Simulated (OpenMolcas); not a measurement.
A calculation on Tc3+.

```
Program             : OpenMolcas
Method              : MS-CASPT2, IPEA 0.25 Eh, imaginary shift 0.1 Eh (closed shells correlated: 4s 4p)
Basis               : ANO-RCC-VQZP [8s7p5d3f2g1h]
Scalar Hamiltonian  : DKH2, point nucleus
Active space        : 4 electrons in 10 orbitals (4d 5d)
State averaging     : 2S+1 = 5 even, 5 roots; 2S+1 = 3 even, 45 roots; 2S+1 = 1 even, 49 roots
Spin-orbit coupling : state interaction with AMFI integrals over the reference wave functions, term energies averaged over their components
```

Task: Which level of the active space comes out lowest?

Result: 4d4 5D0, with 98 % of that term.

Task: How high does 4d4 3H6 lie?

Result: 17140 cm-1 above the lowest level.

Task: How high does 4d4 5D3 lie?

Result: 1705 cm-1 above the lowest level.

Task: How high does 4d4 3H4 lie?

Result: 15560 cm-1 above the lowest level.

Task: The level at 17430 cm-1 has J = 3. What is it made of, and what is its g factor?

Result: 69 % 4d4 3F3(1), 30 % 4d4 3G; g = 0.985, against 1.084 from Landé's formula for the pure leading term.

CASPT2 does not keep the components of a term degenerate, so their means are used; among the terms shown or strongly mixed into the levels shown the widest spread is 270 cm-1 (4d4 3G). Active for correlation alone: 5d; no level in the range computed is led by a configuration that fills it, so any true level of that kind is missing. Levels of configurations outside the active space are missing.

A number in round brackets counts repeated terms of one configuration in the order of the reference energies.
